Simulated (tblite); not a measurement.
Compound: C6H11FOSi.
Atom-mapped SMILES: `[F:1][C@@H:2]1[CH2:3][O:4][CH2:5][C@:6]12[CH2:7][C@H:8]2[SiH3:9]` (hydrogens: H10 on C2; H11, H12 on C3; H13, H14 on C5; H15, H16 on C7; H17 on C8; H18, H19, H20 on Si9)

Computed with GFN2-xTB (tblite), gas phase: L-BFGS steps from a force-field or distance-geometry start until the largest atomic force falls under 0.01 eV/Å.

Step 3: E = -787.8525 eV
```
atom  x, y, z in Å  |  force x, y, z in eV/Å
F1     -1.9327   -0.7611   -1.7102   -0.132  -0.200   0.085
C2     -1.5268   -0.7890   -0.3952    0.225   0.013  -0.076
C3     -2.3698    0.1480    0.4658   -0.003  -0.059   0.069
O4     -1.5685    0.3446    1.6080    0.100   0.274  -0.572
C5     -0.3751    0.7943    0.9789   -0.105   0.032   0.018
C6     -0.1601   -0.1498   -0.2097   -0.246   0.108   0.467
C7      0.5683    0.2528   -1.4300    0.069   0.065  -0.186
C8      1.1738   -0.7663   -0.5084   -0.061   0.064   0.153
Si9     2.5923   -0.1478    0.5620    0.085  -0.120  -0.010
H10    -1.5713   -1.8224   -0.0446   -0.091  -0.141  -0.103
H11    -2.4418    1.1060   -0.0767   -0.364  -0.123  -0.025
H12    -3.3451   -0.2435    0.6930   -0.332  -0.099   0.359
H13    -0.5756    1.8085    0.5965    0.260   0.104   0.078
H14     0.4484    0.8190    1.6836   -0.178  -0.019   0.154
H15     0.9706    1.2445   -1.4698    0.236   0.239  -0.114
H16     0.1263   -0.0977   -2.3424    0.105   0.035  -0.387
H17     1.1835   -1.7896   -0.8589   -0.036  -0.011   0.001
H18     2.2520   -0.2886    1.9779    0.163  -0.101   0.066
H19     2.7730    1.2688    0.2448    0.092   0.046   0.055
H20     3.7733   -0.9199    0.2325    0.212  -0.107  -0.033
```

Step 4: E = -787.8921 eV
```
atom  x, y, z in Å  |  force x, y, z in eV/Å
F1     -1.9376   -0.7774   -1.7137   -0.107  -0.063   0.152
C2     -1.5284   -0.7889   -0.3981    0.156  -0.088   0.038
C3     -2.3735    0.1449    0.4760   -0.187  -0.126  -0.234
O4     -1.5740    0.3610    1.6073    0.065   0.147  -0.461
C5     -0.3830    0.7946    0.9774    0.094   0.211  -0.001
C6     -0.1634   -0.1487   -0.2097    0.035   0.150   0.197
C7      0.5765    0.2515   -1.4356   -0.127   0.139  -0.048
C8      1.1832   -0.7575   -0.5137   -0.295  -0.078   0.282
Si9     2.6026   -0.1503    0.5650    0.023  -0.131  -0.063
H10    -1.5759   -1.8244   -0.0543   -0.050  -0.151  -0.035
H11    -2.4633    1.0916   -0.0781   -0.314   0.006  -0.059
H12    -3.3525   -0.2414    0.7084   -0.224  -0.153   0.352
H13    -0.5555    1.8168    0.6032    0.143   0.096  -0.003
H14     0.4310    0.8219    1.6889   -0.031  -0.096   0.211
H15     0.9771    1.2431   -1.4766    0.239   0.281  -0.081
H16     0.1360   -0.0891   -2.3525    0.087  -0.026  -0.353
H17     1.1762   -1.7849   -0.8553    0.032   0.004  -0.001
H18     2.2616   -0.2937    1.9788    0.143  -0.102   0.085
H19     2.7763    1.2656    0.2484    0.111   0.079   0.052
H20     3.7815   -0.9242    0.2311    0.208  -0.101  -0.031
```

Problem. Estimate the geometry and energy of step 5. (The exact step hangs on the optimiser's Hessian estimate; all steps are aligned on step 4, rigid shifts and turns removed.)

Solution. E = -787.9341 eV, largest force 0.553 eV/Å
```
atom  x, y, z in Å  |  force x, y, z in eV/Å
F1     -1.9448   -0.7960   -1.7145   -0.046   0.071   0.175
C2     -1.5281   -0.7907   -0.3999    0.019  -0.157   0.131
C3     -2.3816    0.1390    0.4816   -0.323  -0.147  -0.424
O4     -1.5794    0.3813    1.5991   -0.055   0.019  -0.220
C5     -0.3893    0.7996    0.9754    0.273   0.317  -0.045
C6     -0.1645   -0.1445   -0.2083    0.112   0.167  -0.084
C7      0.5821    0.2523   -1.4416   -0.202   0.289  -0.007
C8      1.1870   -0.7489   -0.5138   -0.364  -0.221   0.291
Si9     2.6142   -0.1555    0.5668   -0.019  -0.104  -0.096
H10    -1.5816   -1.8294   -0.0653    0.025  -0.133   0.052
H11    -2.4929    1.0760   -0.0809   -0.272   0.088  -0.119
H12    -3.3643   -0.2422    0.7320   -0.019  -0.187   0.289
H13    -0.5312    1.8280    0.6101    0.037   0.130  -0.095
H14     0.4119    0.8231    1.6991    0.095  -0.161   0.241
H15     0.9888    1.2468   -1.4855    0.156   0.142  -0.035
H16     0.1485   -0.0801   -2.3697    0.104  -0.042  -0.175
H17     1.1688   -1.7799   -0.8514    0.071   0.049   0.020
H18     2.2749   -0.3012    1.9814    0.132  -0.101   0.068
H19     2.7820    1.2635    0.2535    0.122   0.052   0.059
H20     3.7944   -0.9307    0.2290    0.154  -0.071  -0.025
```

The energy changes by -0.0421 eV. The first-order estimate −F·Δx gives -0.0567 eV and the mean of the old and new forces, exact on a quadratic surface, -0.0422 eV. The step makes an angle of 54° with the force vector and moves no atom by more than 0.034 Å.

What follows is the cost of the whole relaxation. On an Arm Neoverse N1 with one thread, shared host with 64 logical CPUs at a one-minute load of 64, this took 1.7 s wall.
